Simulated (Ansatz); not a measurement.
Reaction (SMILES): [I][Hg][I] → [I][Hg][I] as doublet, charge +1 + e-

Wanted: adiabatic ionisation energy (0 K, with zero-point energies), in eV. Set-up: spin-orbit terms left out; def2 sets with scalar-relativistic core potentials past Kr; valence correlation only (noble-gas shells and the d and f shells of earlier blocks); LANL2DZ with its own core potentials from Na on; no dispersion term unless named; open shells spin-unrestricted. First-principles rows: single points at B3LYP-D3(BJ) geometries (Ansatz, a program for electronic structure), with unscaled harmonic terms from B3LYP/6-31G* (LANL2DZ past Ar) (Ansatz) at its own minima. The spin state of an ion or metal species was assumed, not searched.

```tsv
level	program	adiabatic ionisation energy (0 K, with zero-point energies) (eV)
SVWN5/LANL2DZ	Ansatz	9.41
PBE/LANL2DZ	Ansatz	9.28
PBE/def2-SVP	Ansatz	9.13
BLYP/LANL2DZ	Ansatz	9.07
B3LYP/def2-SVP	Ansatz	9.43
PBE0/LANL2DZ	Ansatz	9.67
B2PLYP-D3(BJ)/def2-TZVPD	Ansatz + dftd3	9.65
```

No value to compare with is used here. The 6 habitual levels span 9.07 (BLYP/LANL2DZ) to 9.67 eV (PBE0/LANL2DZ); B2PLYP-D3(BJ)/def2-TZVPD gives 9.65.

The levels are drawn from those run, B3LYP/6-31G* more often than the rest, none by its result; left out are runs that failed, that the program found above a lower state of the same kind, or whose <S^2> lies over 0.5 above the pure value.
